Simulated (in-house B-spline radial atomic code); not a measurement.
The numbers below are computed, except where a source is named.
C6 from the polarisability at imaginary frequency: Be

LDA exchange-only linear response of the closed shell [He] 2s2, from an all-electron radial atomic-structure program (B-spline basis); non-relativistic, point nucleus, no spin-orbit coupling.

The dispersion coefficient of two like species is C6 = (3/π) ∫ α(iu)² du from 0 to ∞.

```tsv
u (hartree)	α(iu) (bohr³)
0	47.13
0.03	45.77
0.07	40.58
0.12	32.05
0.2	20.63
0.3	12.33
0.45	6.617
0.7	3.137
1	1.679
1.5	0.8217
2.5	0.3395
5	0.1065
```

(1) Fit one oscillator, α(iu) = α(0)/(1 + u²/ω²), through u = 0.3 and estimate C6.

(2) How does that compare with the full integral?

Results:

(1) From α(0)/α(iu) − 1 = 47.13/12.33 − 1 = 2.8224, ω = u/√2.8224 = 0.1786 hartree (4.9 eV). London's formula gives C6 = (3/4) α(0)² ω = 0.75 × 47.13² × 0.1786 = 297.5 hartree·bohr⁶, and the oscillator holds f = α(0) ω² = 1.50 electrons, of a sum of oscillator strengths of 4.0.

(2) The program's quadrature over all excitations gives C6 = 295.1, so the single oscillator is off by +0.8 %. At the last point the fit gives α = 0.06 against 0.106: higher excitations, and deeper shells where there are any, keep the true curve higher at large u.
